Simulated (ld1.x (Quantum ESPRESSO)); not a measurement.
Before and after: TM potential for O

* Element: O (Z = 8)
* Generator: ld1.x (Quantum ESPRESSO) 7.5
* Type: norm-conserving Troullier–Martins (Kleinman–Bylander form)
* Functional: PBEsol
* Relativity: scalar-relativistic
* Frozen core: [He]
* Valence charge: 6
* Reference configuration: 2s2 2p3.75 (charge +0.25)
* Partial waves: 2s (bound): rc 0.75 bohr; 2p (bound): rc 2.00 bohr
* Local potential: the p channel
* Core correction: none

Change: local potential all-electron potential smoothed inside 1.65 bohr (lloc = -2).

Cutoffs: the cutoffs (Ry, on a coarse ladder) from which the occupation-weighted sum of valence levels, in a spherical-Bessel basis at the reference potential, stays within 10 and 1 mRy of its value at 400 Ry; they do not see the model core or the augmentation charge, which bear on the density cutoff. Errors are all-electron minus pseudo energies relative to the spin-unpolarised reference configuration.

Problem. How do hardness, ghosts and transferability respond?

Solution. The potential gets neither clearly harder nor softer (80 Ry and 200 Ry → 80 Ry and 200 Ry); of the 7 tests that both files solve, the error grows in 3 and shrinks in 2 by more than 15 % and 0.3 meV (median size 13.6 → 37.9 meV); the range in which the s phases agree widens (upper end 0.3 → at the end of the scan); neither file shows a bound ghost.

| quantity | base | changed |
| --- | --- | --- |
| cutoff, loose | 80 Ry | 80 Ry |
| cutoff, tight | 200 Ry | 200 Ry |
| bound ghosts | none | none |
| error for 2s2 2p4, meV [ΔE -2.67 eV] | -1.3 | +1.3 |
| error for 2s2 2p3, meV [ΔE 13.68 eV] | +14 | +38 |
| error for 2s2 2p2, meV [ΔE 47.16 eV] | +355 | +465 |
| error for 2s2 2p4.3, meV [ΔE -4.78 eV] | -8.7 | +2.9 |
| error for 2s2 2p3.5, meV [ΔE 3.58 eV] | -0.5 | +2.2 |
| error for 2s2 2p0, meV [ΔE 177.51 eV] | +5604 | +5785 |
| error for 2s1 2p4, meV [ΔE 28.82 eV] | -158 | -126 |
| s: phases at 2.20 bohr within 0.05 rad from the reference energy up to (Ry; the scan ends near 5) | 0.3 | to the end of the scan |
| p: phases at 2.20 bohr within 0.05 rad from the reference energy up to (Ry; the scan ends near 5) | 0.6 | 1.1 |
